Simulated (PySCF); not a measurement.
**Calculated properties of `C=CC12C[C](C1)C2` [radical]**

Compound: C7H9 (doublet state).
Structure used (GFN2-xTB), in Å, numbered top down from 1:
```
atom  x, y, z in Å
C1     2.266    0.242   -0.316
C2     1.032    0.201   -0.787
C3    -0.167    0.010    0.067
C4    -1.627    0.070   -0.410
C5    -1.600   -0.235    1.094
C6    -0.544    0.856    1.303
C7    -0.493   -1.271    0.871
H8     2.477    0.143    0.736
H9     3.114    0.376   -0.965
H10    0.834    0.301   -1.846
H11   -1.962   -0.723   -1.072
H12   -2.007    1.041   -0.713
H13    0.098    0.770    2.174
H14   -0.842    1.883    1.117
H15    0.154   -1.501    1.711
H16   -0.743   -2.156    0.294
```

**GFN2-xTB geometry**

```
Rotational constants A, B, C of the GFN2-xTB geometry : 5.568, 2.239, 2.159 GHz
```

UKS B3LYP, pcH-1 on C H, non-relativistic, mean-field spin-orbit, GIAO (PySCF):

```
Isotropic g value                                                      : 2.00255
Principal g values                                                     : 2.00214, 2.00272, 2.00280
Spin squared ⟨S²⟩                                                      : 0.752
Largest Mulliken spin population                                       : 0.80 on C5
Largest isotropic hyperfine couplings (means over sets of like nuclei) : 13C +334.2 (C5), 13C +99.3 (C2), 13C +80.4 (C3), 13C +10.2 (C4/C6/C7), 1H +6.4 (H9) MHz
```

Monoisotopic mass from the formula: 93.0704 u.

At 9.50 GHz, hν = g·μB·B₀ (B₀ the magnetic field) puts the centre of the isotropic spectrum, to first order, at 338.9 mT. ⟨S²⟩ is 0.002 above the pure-spin value S(S + 1) = 0.75. g_iso is shifted by about +230 ppm from the free-electron value 2.002319; the principal values span 0.0007. With B = h/(8π²I), that is 505.379 GHz u Å² over I, the principal moments of inertia are 90.8, 225.7 and 234.1 u Å² (most abundant isotopes). The rotational constants make it an asymmetric top with κ = (2B − A − C)/(A − C) = -0.95, nearer the prolate limit (−1).

One conformer (not necessarily the lowest) at the GFN2-xTB geometry, without solvent or vibrations. GFN2-xTB frequencies show an imaginary mode (65i cm⁻¹), so this geometry is no minimum at that level. Hyperfine couplings depend on the geometry, which wasn't re-optimised at a DFT level. Couplings of like nuclei are plain means over topologically equivalent atoms, as if these changed places fast (by rotation of a methyl-like group, say); in this geometry the members of some sets differ.
